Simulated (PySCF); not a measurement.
Pt⁶³⁺: ionisation energy

Pt⁶³⁺ [Ne] 3s2 3p3 (4S) → Pt⁶⁴⁺ [Ne] 3s2 3p2 (3P), as a difference of total energies. Calculation: PySCF 2.14, in an even-tempered Gaussian basis (17 s from 18 bohr⁻², ratio 2.5; 12 p from 24 bohr⁻², ratio 2.5; 4 d from 92 bohr⁻², ratio 2.7; 4 f from 140 bohr⁻², ratio 2.7); scalar relativity by spin-free X2C-1e. Correlated levels: outer shells: 1s2 frozen; virtual orbitals above 40 to 60 times the deepest correlated orbital energy dropped. The calculations carry no spin-orbit coupling.

| method | ionisation energy (eV) |
| --- | --- |
| UHF | 7082.5 |
| LDA | 7081.8 |
| PBE | 7083.1 |
| PBE0 | 7083.3 |
| r2SCAN | 7084.7 |
| TPSSh | 7083.4 |
| SCS-MP2 (outer shells) | 7082.9 |

Q: Estimate what MP2 (outer shells) gives.

A: 7083.2 eV, closest to PBE0 among the rows shown.

Q: Estimate what M06 gives.

A: 7083.8 eV, closest to TPSSh among the rows shown.

Spin-orbit coupling is strong in these open shells (close to jj coupling). The scalar numbers leave it out and a first-order estimate fails, so it can dominate the gap to the real levels.

The ground level that NIST lists for one species does not belong to the high-spin term computed here, so part of any gap is the choice of state.

Breit and QED terms and the two-electron picture change are absent.

For comparison: 6918 ± 19 eV (theoretical estimate listed by NIST; NIST Atomic Spectra Database, ionization energies).
